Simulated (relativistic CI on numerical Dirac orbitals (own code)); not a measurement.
Au24+: what numerical and physical settings do to a radial Dirac CI calculation

Reference input:

```
atom Au  Z=79  charge=24  electrons=55
nucleus A=197  rms_radius_fm=5.4371
hamiltonian dirac-coulomb  breit=on  qed=on  c_scale=1
orbitals kli  potential=per-configuration
slater_scale 1
correlation none
mixing on
grid step=0.0125 r_max=6
scf mixing=0.4 start=green max_iterations=150 tolerance=2e-08 node_fill=0.05
configurations
  [Kr] 4d10 4f9
  [Ar] 3d10 4s 4p6 4d10 4f10
  [Ar] 3d10 4p6 4d10 4f11
end
```

Computed lowest total energy -18751.86730 Ha, first excitation 22738.7 cm⁻¹, 35 SCF steps. Runs with settings changed; * marks those that are bad on purpose:

| Changed | Outcome | Lowest level | ΔE (Ha) | First excitation (cm⁻¹) | SCF steps | Message |
| --- | --- | --- | --- | --- | --- | --- |
| end of the grid at 9.0 bohr | converged | 4s2 4f9 6H°_15/2 | -6.91e-11 | 22738.7 | 35 |  |
| SCF tolerance 1e-05 | converged | 4s2 4f9 6H°_15/2 | -3.09e-08 | 22738.7 | 28 |  |
| node fill of the KLI weights 0 | converged | 4s2 4f9 6H°_15/2 | 0.0113 | 22660.1 | 33 |  |
| start potential thomas-fermi | converged | 4s2 4f9 6H°_15/2 | -1.08e-08 | 22738.7 | 31 |  |
| nuclear radius 5437.1 fm * | converged | 4f11 4I°_15/2 | 9500 | 35133.0 | 33 |  |
| SCF tolerance 0.3 * | converged | 4s2 4f9 6H°_15/2 | 0.445 | 21602.6 | 12 |  |
